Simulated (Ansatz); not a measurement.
Born–Oppenheimer molecular dynamics of CH₆BClO (10 atoms, charge 0, multiplicity 1). It starts at the highest image of a converged band. Of that band: Neighbouring images differ by up to 1.6 eV, so the band resolves the path poorly. A vibrational analysis at the climbing image gives one clearly imaginary mode, 1460i cm⁻¹: a first-order saddle point.

Level of theory: RKS B3LYP/6-31G* (Ansatz).

| Property | Result |
| --- | --- |
| ensemble | NVE (velocity Verlet) |
| time step | 0.5 fs |
| steps asked | 102 |
| starting velocities drawn for | 300 K |
| seed | 8136 |

First frame:

```xyz
10
Properties=species:S:1:pos:R:3
B -0.020 0.303 -0.008
H 0.011 -0.230 1.240
C 1.348 0.043 -0.739
H 1.504 -1.020 -0.955
H 1.356 0.581 -1.696
H 2.201 0.401 -0.151
Cl -1.578 -0.290 -0.765
O -0.173 1.772 0.534
H -1.108 2.037 0.463
H -0.126 0.779 1.333
```

(1) What does the run give?

(2) What happens to the structure?

(3) How do temperature and energy run in time?

Answers

(1) All steps were run.

```json
{
 "steps done": "102",
 "time covered": "51 fs",
 "mean temperature over the second half": "809 K",
 "spread of the potential energy over the second half": "9.1 meV per atom",
 "mean potential energy of the second half above the start": "-52.6 meV per atom"
}
```

The conserved energy stayed within 0.32 meV per atom of its start (net change 0.1 meV per atom), so the integration is sound. The kinetic energy rose, since the run started high on the potential surface and went downhill. It ends in pieces (CH4BCl + H2O), so much of that is their flight and rotation, not heat. A run of 0.051 ps of so small a system gives no equilibrium averages. The orbitals stay closed-shell, which can raise the energy where a bond breaks towards radicals; this wasn't checked here.

(2) Between its relaxed ends the band would form H2–H10 and break B1–H2, O8–H10. These pairs go: H2–H10 1.02 → 2.90 Å, B1–H2 1.36 → 1.20 Å, O8–H10 1.28 → 1.04 Å. In the last frame they stand as before the step (other bonds may differ from the relaxed reactants and products). Also parted: B1–O8 1.57 → 2.78 Å, B1–H10 1.43 → 2.30 Å. It ends as CH4BCl + H2O. Pairs count as bonded within 1.25 times the sum of covalent radii (0.12 Å more for H–H). The details hang on the random start.

(3) 
```
time (fs)  T (K)  potential energy less start (eV)  conserved less start (meV/atom)
        0    300                             0.000                             0.00
      1.5    282                             0.019                             0.05
        3    289                             0.013                             0.10
      4.5    380                            -0.082                             0.05
        6    516                            -0.223                            -0.03
      7.5    635                            -0.346                             0.02
        9    840                            -0.558                             0.08
     10.5   1116                            -0.847                            -0.32
       12   1123                            -0.852                            -0.10
     13.5   1087                            -0.813                             0.07
       15   1220                            -0.952                            -0.08
     16.5   1327                            -1.065                            -0.28
       18   1203                            -0.932                             0.12
     19.5   1137                            -0.866                            -0.08
       21   1022                            -0.748                            -0.11
     22.5    827                            -0.544                             0.07
       24    783                            -0.498                             0.07
     25.5    867                            -0.588                            -0.19
       27    821                            -0.538                             0.05
     28.5    827                            -0.545                            -0.01
       30    869                            -0.589                            -0.12
     31.5    830                            -0.548                             0.01
       33    861                            -0.580                             0.01
     34.5    955                            -0.679                            -0.14
       36    945                            -0.667                            -0.04
     37.5    908                            -0.628                             0.00
       39    865                            -0.586                            -0.15
     40.5    709                            -0.423                             0.06
       42    671                            -0.383                             0.07
     43.5    771                            -0.489                            -0.14
       45    765                            -0.481                            -0.10
     46.5    715                            -0.428                             0.12
       48    782                            -0.501                            -0.19
     49.5    709                            -0.423                            -0.02
       51    652                            -0.363                             0.10
```

Time of the run: 6.5 min on 1 thread of Intel(R) Xeon(R) Platinum 8259CL CPU @ 2.50GHz (Skylake/Cascade Lake) (shared host), peak memory 0.16 GiB.
